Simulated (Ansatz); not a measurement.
Cartesian coordinates in Å:
```
B -0.067 -1.209 1.221
Ge 0.044 0.669 0.404
C -0.023 0.424 -1.603
O -1.012 0.603 -2.253
H -1.034 -1.577 1.814
H 0.836 -1.973 1.057
H 1.414 1.322 0.678
H -1.083 1.642 0.778
H 0.924 0.099 -2.096
```

Charge 0, multiplicity 1.

(1) List the ωB97M-V/def2-TZVPP orbital energies in eV (the Gaussian-basis code of Ansatz). (An estimate is asked.)

## Answers

(1) Ansatz gave: Occupied: -10866.41, -1362.30, -1210.03, -1210.02, -1210.01, -526.57, -284.12, -188.89, -174.06, -123.32, -123.30, -123.26, -36.13, -36.11, -36.06, -36.04, -36.03, -32.55, -20.37, -18.32, -16.53, -15.66, -14.18, -13.96, -13.05, -11.75, -10.93, -9.13. Lowest empty: -0.83, 1.06, 2.63, 2.74, 2.99, 3.37, 3.68, 4.03.
